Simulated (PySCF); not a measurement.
ClPb (SMILES [Cl][Pb]), doublet, at a GFN2-xTB geometry (such geometries of metal compounds can be far from the true shape) (the spin is typed, not shown lowest) (core potentials on Pb); TPSS/def2-SVP (PySCF).

PySCF was given this input:
```python
from pyscf import gto, scf, dft

mol = gto.M(
    atom='''
Pb   -0.00000000   -0.00000000   -0.43472468
Cl    0.00000000    0.00000000    2.09690730
''',
    basis='def2-svp',
    ecp={'Pb': 'def2-svp'},
    spin=1,
    verbose=3,
)

mf = dft.UKS(mol)
mf.xc = 'tpss'
mf.grids.atom_grid = (150, 974)
mf.kernel()
mf.analyze()
```

What the program printed (banner, timings and long lists left out):

```
converged SCF energy = -652.923706463751  <S^2> = 0.752332  2S+1 = 2.0023306
**** MO energy ****
                             alpha | beta                alpha | beta
MO #1   energy= -100.926727840246  | -100.926466888159  occ= 1 | 1
MO #2   energy= -9.19855296310131  | -9.19833698859433  occ= 1 | 1
MO #3   energy= -6.98173867267844  | -6.98180945906481  occ= 1 | 1
MO #4   energy= -6.97788653189082  | -6.97791851435342  occ= 1 | 1
MO #5   energy= -6.97638529501785  | -6.97530706046929  occ= 1 | 1
MO #6   energy= -5.36628348444918  | -5.36458522104426  occ= 1 | 1
MO #7   energy= -3.23892962720706  | -3.23855812823449  occ= 1 | 1
MO #8   energy= -3.23076875878506  | -3.23035370279986  occ= 1 | 1
MO #9   energy= -3.22571855505589  | -3.2226275178161   occ= 1 | 1
MO #10  energy= -0.808478573715444 | -0.807405020668102 occ= 1 | 1
MO #11  energy= -0.803722125581154 | -0.802608622125542 occ= 1 | 1
MO #12  energy= -0.799714428012801 | -0.794236667171583 occ= 1 | 1
MO #13  energy= -0.795094264145733 | -0.789252922006027 occ= 1 | 1
MO #14  energy= -0.792418274659085 | -0.787196778995306 occ= 1 | 1
MO #15  energy= -0.698031871068913 | -0.695925987425589 occ= 1 | 1
MO #16  energy= -0.467882033067852 | -0.448108063068773 occ= 1 | 1
MO #17  energy= -0.276497930810713 | -0.2724926376822   occ= 1 | 1
MO #18  energy= -0.258191983127191 | -0.257755211165618 occ= 1 | 1
MO #19  energy= -0.256289283574774 | -0.249922552376764 occ= 1 | 1
MO #20  energy= -0.14243999931594  | -0.122184495364947 occ= 1 | 0
MO #21  energy= -0.134755058989107 | -0.0996079609032162 occ= 0 | 0
MO #22  energy= -0.0573441048516727 | -0.046672484680163 occ= 0 | 0
MO #23  energy= 0.141939613268753  | 0.153566400412123  occ= 0 | 0
MO #24  energy= 0.189726724957308  | 0.194106933500684  occ= 0 | 0
MO #25  energy= 0.19431224206403   | 0.200110297859123  occ= 0 | 0
MO #26  energy= 0.198309547654044  | 0.214893301003035  occ= 0 | 0
MO #27  energy= 0.267517324009745  | 0.289356986588264  occ= 0 | 0
MO #28  energy= 0.273230459927272  | 0.300848253855413  occ= 0 | 0

Dipole moment(X, Y, Z, Debye):  0.00000, -0.00000, -3.55835
```
